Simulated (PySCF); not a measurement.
## Orbital energies, ionisation energy and electron affinity

Species: C4H5BO.
Z-matrix (Å and degrees, PBE0-D3(BJ)/def2-SVP geometry), rows numbered from 1:
```
B 
C   1  1.5139
C   2  1.3870  1  132.07
C   3  1.4129  2  107.75  1   179.84
C   4  1.3741  3  105.02  2     0.09
O   5  1.3251  4  111.39  3    -0.06
H   1  1.2077  2  118.21  3     0.14
H   1  1.2065  2  120.84  3  -179.85
H   3  1.0887  2  124.78  1    -0.08
H   4  1.0876  3  128.36  2  -179.95
H   5  1.0888  4  132.06  3   179.96
```

Level: CAM-B3LYP/def2-SVPD (PySCF). Frontier orbitals with their largest atomic shares (Löwdin; up to four atoms above 4 %):

```
orbital  ε (eV)                           main atoms
 HOMO−3  -11.50    B1 34 %, C2 23 %, H7 15 %, O6 9 %
 HOMO−2  -10.83    B1 42 %, H8 24 %, H7 17 %, C2 7 %
 HOMO−1   -9.85    C3 28 %, C4 26 %, O6 25 %, C2 8 %
   HOMO   -8.48                                    ?
   LUMO   -0.90   B1 35 %, C3 14 %, C2 13 %, C5 11 %
 LUMO+1    1.30    B1 39 %, C4 11 %, C3 10 %, C5 9 %
 LUMO+2    1.80  B1 28 %, C5 18 %, H11 16 %, C4 11 %
```

**Question.** What vertical ionisation energy does ΔSCF give, and how far is −ε(HOMO) from it?

**Answer.** ΔSCF: 9.29 eV (896 kJ/mol; threshold wavelength 134 nm); ⟨S²⟩ of the doublet left behind is 0.768, against 0.75 for a pure doublet. −ε(HOMO) is 8.48 eV, 0.81 eV below it. In exact Kohn–Sham theory the two would be equal; CAM-B3LYP (range-separated hybrid) falls short of its own ΔSCF value by 9 %. Holes in the HOMO−1 and HOMO−2 were tried too where these lie within 1.2 eV of the HOMO; the lowest converged state counts.

**Question.** On which atoms does the HOMO lie?

**Answer.** C2 (substituted aromatic carbon) 29 %, C5 (aromatic CH next to a ring oxygen) 24 %, C4 (aromatic CH carbon) 15 %, C3 (aromatic CH carbon) 12 %, so no atom holds as much as 40 %. The HOMO−1 lies 1.37 eV lower.

**Question.** And the vertical electron affinity, the fundamental gap, Mulliken's electronegativity and the hardness (with the factor ½)?

**Answer.** EA = 0.19 eV by ΔSCF (−ε(LUMO) = 0.90 eV). IE − EA = 9.10 eV against an orbital gap of 7.58 eV; (IE + EA)/2 = 4.74 eV; (IE − EA)/2 = 4.55 eV. Parr's electrophilicity index (IE + EA)²/[8(IE − EA)] is 1.23 eV.

**Question.** How many of the 10 lowest singlet excitations (vertical TDDFT, same level) lie below the ionisation energy?

**Answer.** All 10; they run from 4.94 to 8.19 eV.

**Question.** The lowest singlet excitation (vertical TDDFT, same level) lies at 4.94 eV. How far is it below IE − EA?

**Answer.** IE − EA = 9.10 eV, so by 4.16 eV.

Isolated species at its PBE0-D3(BJ)/def2-SVP geometry, gas phase.
